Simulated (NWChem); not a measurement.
Molecule: AlH3O3; SMILES [OH][Al]([OH])[OH]

```xyz
7

Al     0.0000     0.0000     0.0000
O     -1.4712     0.8429     0.0000
H     -1.5335     1.7990     0.0000
O      1.4656     0.8526     0.0000
H      2.3247     0.4286     0.0000
O      0.0056    -1.6955     0.0000
H     -0.7912    -2.2276     0.0000
```
Atoms are numbered in this order, from 1.

Results from NWChem. Pople sets run with spherical d functions. Coordinates come from a PBE0/def2-SVP optimisation. Vzz is the largest principal value of the second derivative of the potential at the nucleus (NWChem prints the opposite sign); η is the asymmetry. Non-relativistic.

| level | Vzz Al1 (a.u.) | η Al1 | Vzz O6 (a.u.) | η O6 | relative time |
|---|---|---|---|---|---|
| CAM-B3LYP/6-31G* | 0.754 | 0.00 | 1.358 | 0.23 | 3 |
| CAM-B3LYP/def2-SVP | 0.756 | 0.00 | 1.407 | 0.20 | 2 |
| B3LYP/def2-TZVP | 0.993 | 0.00 | 1.360 | 0.17 | 6 |
| B3LYP/def2-SVP | 0.725 | 0.00 | 1.409 | 0.20 | 1 |

Times are rough ratios from one shared machine.
